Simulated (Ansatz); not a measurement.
Z-matrix (Å, degrees):
```
Zr
Se 1 2.539
Se 1 2.553 2 108.2
Se 1 2.547 2 107.9 3 115.6
Se 1 2.562 2 109.3 3 -124.3
H 2 1.479 1 84.2 3 61.2
H 3 1.475 1 88.0 2 -157.5
H 4 1.477 1 86.2 2 80.3
H 5 1.477 1 85.9 2 -174.2
```

Charge 0, multiplicity 1. Zr: def2 effective core potential.

Problem. List the PBE0/def2-TZVPP orbital energies in eV (Ansatz 0.2.0). (Estimate.)

Solution. Ansatz gave: Occupied: -12361.83, -12361.71, -12361.71, -12361.68, -1584.64, -1584.52, -1584.52, -1584.50, -1421.67, -1421.62, -1421.62, -1421.55, -1421.55, -1421.53, -1421.50, -1421.50, -1421.50, -1421.50, -1421.48, -1421.47, -215.05, -214.93, -214.93, -214.91, -158.63, -158.51, -158.51, -158.49, -158.46, -158.45, -158.34, -158.34, -158.33, -158.33, -158.32, -158.30, -59.78, -58.62, -58.56, -58.54, -58.50, -58.50, -58.48, -58.44, -58.44, -58.42, -58.42, -58.42, -58.41, -58.40, -58.39, -58.29, -58.29, -58.29, -58.28, -58.26, -58.26, -35.99, -35.95, -35.93, -19.71, -19.48, -19.40, -19.39, -11.41, -11.20, -11.19, -11.04, -9.12, -8.56, -8.51, -8.49, -8.10, -7.80, -7.50, -7.42. Lowest empty: -2.51, -2.46, -1.86, -1.73, -1.53, -0.85, 0.03, 0.18.
